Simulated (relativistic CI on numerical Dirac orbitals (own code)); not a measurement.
**Main line and satellite in the 2p photoemission of Cu²⁺: a two-state model**

Problem. An octahedral Cu²⁺ site (d9) has Δ = 0.6, V(eg) = 2.05, 10Dq = 1, 10Dq(ligand) = 0.8 and a core-hole attraction U_cd = 11 eV; the hopping is scaled by 0.9 in the final state. Δ is defined between configuration averages. Find the d count, the distance of the satellite and its intensity.

Working.
1. The hole has eg symmetry. Its energy is −0.6 × 10Dq in d9 and Δ − 0.6 × 10Dq(ligand) in d10L, so the gap is Δ' = 0.72 eV.
2. Ground state cos θ |d9⟩ − sin θ |d10L⟩ with tan 2θ = 2V/Δ', θ = 40.0°: weights 0.586 and 0.414, n_d = 9.414.
3. The core hole pulls d10L down by U_cd: the gap becomes Δ' − U_cd = -10.28 eV, the hopping is V' = 1.84 eV, and tan 2θ' = 2V'/(Δ' − U_cd) gives θ' = 80.1°.
4. The two final states lie W = √[(Δ' − U_cd)² + 4V'²] = 10.92 eV apart. The lower, mostly d10L, is the main line.
5. In the sudden approximation the intensities are cos²(θ' − θ) and sin²(θ' − θ), so satellite/main = tan²(40.1°) = 0.71.

Check. The full cluster calculation (with spin-orbit coupling and 2p-3d multiplets, which spread the d9 satellite) gives n_d = 9.412; in its broadened 2p3/2 spectrum, cut halfway, the centroids lie 10.81 eV apart with an area ratio of 0.73.
